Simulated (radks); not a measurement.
Values are calculated unless marked as measured or tabulated.
All-electron atom: Pt in [Xe] 4f14 5d9 6s1 (the NIST ground configuration). Level of theory: Dirac Kohn-Sham, PBE, spin-unpolarised, spherical densities, finite nucleus; open shells fill j = l - 1/2 first; Fermi nuclear charge, rms radius 5.427 fm (a radial shooting solver on a logarithmic mesh with Libxc functionals).

Unscreened Slater integrals over Kohn-Sham orbitals (eV). Large and small components are both included.

integral,value
"F0(5d5/2,5d5/2)",14.321
"F2(5d5/2,5d5/2)",7.1580
"F4(5d5/2,5d5/2)",4.6538
"F0(5d5/2,6s1/2)",9.9748
"G2(5d5/2,6s1/2)",2.6365
"F0(5d5/2,5d3/2)",14.683
"F2(5d5/2,5d3/2)",7.3558
"G2(5d5/2,5d3/2)",7.3447
"G4(5d5/2,5d3/2)",4.7848
"F0(5d5/2,5p3/2)",16.930
"F2(5d5/2,5p3/2)",8.0437
"G1(5d5/2,5p3/2)",9.5645
"G3(5d5/2,5p3/2)",5.8692
"F0(6s1/2,6s1/2)",8.3894
"F0(6s1/2,5d3/2)",10.085
"G2(6s1/2,5d3/2)",2.4087
"F0(6s1/2,5p3/2)",10.630
"G1(6s1/2,5p3/2)",0.74464
"F0(5d3/2,5d3/2)",15.071
"F2(5d3/2,5d3/2)",7.5862
"F0(5d3/2,5p3/2)",17.515
"F2(5d3/2,5p3/2)",8.5178
"G1(5d3/2,5p3/2)",10.341
"G3(5d3/2,5p3/2)",6.3505
"F0(5p3/2,5p3/2)",21.565
"F2(5p3/2,5p3/2)",11.590
